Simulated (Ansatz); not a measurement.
`CC(F)CF` + `[SiH3][CH]1[NH][AlH]1` → `C[N]1[AlH][CH]1[SiH3]` + `FCCF` at 700 K and 1 bar (substitution at a C–C bond).

Calculated with Ansatz (gas phase, PBE0-D4/def2-TZVP geometries, no zero-point term in ΔE). CCSD(T)/CBS adds triple-zeta CCSD(T) − MP2 to the extrapolated MP2 energy (def2 sets, frozen cores). One conformer a species, not always the lowest.

```csv
species,CCSD(T)/CBS energy (Eh),H − E (kJ/mol),S (J/(mol·K))
`CC(F)CF`,-317.34651,302.0,417.0
`[SiH3][CH]1[NH][AlH]1`,-627.40419,240.6,443.3
`C[N]1[AlH][CH]1[SiH3]`,-666.65729,330.8,500.4
`FCCF`,-278.07852,211.1,352.9
```

H − E and S are ideal-gas, rigid-rotor, harmonic terms from PBE0-D4/def2-TZVP, for one conformer and one mirror image of each species. 1 Eh = 2625.50 kJ/mol, R = 8.31446 J/(mol·K).

Task: By hand: ΔE, ΔH, ΔS and ΔG.

Result: ΔE = (-666.65729) + (-278.07852) − (-317.34651) − (-627.40419) = 0.01489 Eh = 39.1 kJ/mol. Δ(H − E) = 330.8 + 211.1 − 302.0 − 240.6 = -0.7, so ΔH = 38.4 kJ/mol. ΔS = 500.4 + 352.9 − 417.0 − 443.3 = -7.0 J/(mol·K). ΔG = 38.4 − 700 × (-7.0)/1000 = 43.3 kJ/mol.

Task: By hand: the equilibrium constant, and the temperature at which ΔG would vanish if ΔH and ΔS stayed fixed.

Result: log₁₀ K = −ΔG/(RT ln 10) = -3.2. ΔH and −TΔS have one sign here, so there is no such temperature.

The number of gas molecules stays the same, so ΔS is small and ΔH decides. A doubt of 5 kJ/mol in ΔE shifts log₁₀ K by 0.4 here. Other conformers and mirror images would add mixing entropy, several J/(mol·K) or more a flexible species. These are equilibria of isolated gas molecules and say nothing of rates. Largest T1 diagnostic: 0.015 (customary marks: 0.02 for closed shells, 0.045 for open ones).

ΔS is within the doubt of such terms, so its sign, and with it that verdict, could turn.
